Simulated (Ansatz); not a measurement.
# Which is lower?

Two relaxed structures of BGeH₄Cl, closed shell (PBE0-D4/def2-TZVP; forces vanish, vibrations not checked).

A:

```csv
atom,x (Å),y (Å),z (Å)
B1,-1.0676,-0.0257,-0.7171
Ge2,0.6100,-0.1233,0.4629
Cl3,1.6681,1.7693,0.4744
H4,-1.7611,-0.9940,-0.8093
H5,-1.3589,0.9671,-1.3076
H6,0.2842,-0.4275,1.9362
H7,1.6253,-1.1659,-0.0395
```

B:

```csv
atom,x (Å),y (Å),z (Å)
B1,-0.6964,0.5075,-0.1348
Ge2,1.3886,-0.1686,0.2851
Cl3,2.3449,1.6861,0.9593
H4,-1.2205,-0.5055,-0.5036
H5,-1.2987,1.5389,-0.0702
H6,-0.2003,0.3129,1.0337
H7,0.3234,0.7387,-0.8805
```

Program: Ansatz 0.2.0. Basis: def2-TZVPP. Cores are frozen in the correlated methods. Filled d shells of the heavier atoms are correlated. The def2 sets are not built for correlating such inner shells, so the correlated values are less sure here. B3LYP uses VWN-RPA correlation.

(1) Which structure is lower at CCSD(T), and by how much? (To be estimated.)

(2) Do the other methods give the same order? (Judge from chemistry; the calculation decides.)

T1 diagnostic: at most 0.013.

Answers

(1) By the calculation: B, by 0.293 eV (electronic energy, against the other). By their contacts, A is BGeH₄Cl ([BH2][GeH2][Cl]) and B is BGeH₄Cl ([Cl][Ge]12[H][BH2]1[H]2).

(2) The calculation gives: Not all: HF gives the other order.

| method | E(B) − E(A) (eV) |
| --- | --- |
| PBE-D4 | -0.784 |
| r2SCAN-D4 | -0.544 |
| PBE0-D4 | -0.548 |
| B3LYP-D4 | -0.557 |
| wB97M-V | -0.518 |
| HF | 0.253 |
| MP2 | -0.303 |
| CCSD | -0.198 |
| CCSD(T) | -0.293 |

Labels in which every atom is bracketed show which atoms are joined, not bond orders.

For scale, one of the runs: CCSD(T)/def2-TZVPP, 177 basis functions, launched by `ansatz run in.yaml --threads 2 --pin off --events-out ev --progress --plain --max-ram 4352MiB`. Time: 68 s of wall clock on 2 CPU threads of an Arm Neoverse V1; the host was shared. Peak host memory: 1.6 GiB.
